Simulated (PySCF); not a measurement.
C3H10SSi.
Z-matrix (Å and degrees, PBE0-D3(BJ)/def2-SVP geometry), rows numbered from 1:
```
C 
C   1  1.5201
C   2  1.5188  1  112.40
S   2  1.8514  1  107.14  3   123.23
Si  4  2.1372  2  101.08  1   163.95
H   1  1.1014  2  109.97  3    59.38
H   1  1.1015  2  110.81  3   -59.86
H   1  1.0993  2  111.44  3   179.63
H   2  1.1027  1  108.96  3  -121.86
H   3  1.1024  2  110.17  1   -59.01
H   3  1.1001  2  112.03  1  -178.91
H   3  1.1007  2  110.66  1    60.73
H   5  1.4910  4  105.91  2  -169.15
H   5  1.4959  4  113.54  2    71.37
H   5  1.4964  4  110.16  2   -49.79
```

Method: core-valence-separated Tamm–Dancoff BHandHLYP/aug-pcX-1 (pcseg-1 on H, def2-SVPD on S, def2-SVPD on Si) in PySCF, non-relativistic, gas phase, PBE0-D3(BJ)/def2-SVP geometry. BHandHLYP without relativity tends to put these K edges a few eV too low, so spacings mean more than positions.

Q: List the carbon K-edge absorption lines.

A: 
| E (eV) | f | core hole on | main final orbital |
| --- | --- | --- | --- |
| 285.21 | 0.0576 | C2 | LUMO+5 (37 %) |
| 285.47 | 0.0214 | C1/C3 | LUMO (2 roots, f summed) |
| 286.14 | 0.0517 | C1/C3 | LUMO+5 (2 roots, f summed) |
| 286.27 | 0.0287 | C3 | spread |
| 286.33 | 0.0273 | C1 | LUMO+3 (41 %) |
| 286.46 | 0.0040 | C3 | LUMO+1 (41 %) |
| 286.56 | 0.0054 | C1 | LUMO+2 (52 %) |
| 286.70 | 0.0223 | C2 | LUMO (51 %) |
| 287.05 | 0.0022 | C3 | LUMO+4 (55 %) |
| 287.18 | 0.0051 | C1/C3 | LUMO+3/LUMO+4 (2 roots, f summed) |
| 287.23 | 0.0002 | C1 | LUMO+1 (44 %) |
| 287.38 | 0.0052 | C3 | LUMO+2 (34 %) |

The first line with a tenth or more of the strongest one's intensity is at 285.21 eV (f = 0.058), with the hole on C2 (sp3 carbon bound to sulfur). It is also the strongest listed.

Roots within 0.03 eV whose holes lie on the same, on equivalent or on shared atoms are summed into one line, and the highest roots are left out, as the search may have cut off their partners. Final orbitals are the ground state's empty Kohn–Sham orbitals.

Q: What are the wavelength and the wavenumber of the 286.70 eV line?

A: λ = 12398.42 eV Å/286.70 eV = 43.245 Å; 2.3124 × 10⁶ cm⁻¹.

Only the lowest roots of each edge were sought.

One conformer stands for the species.
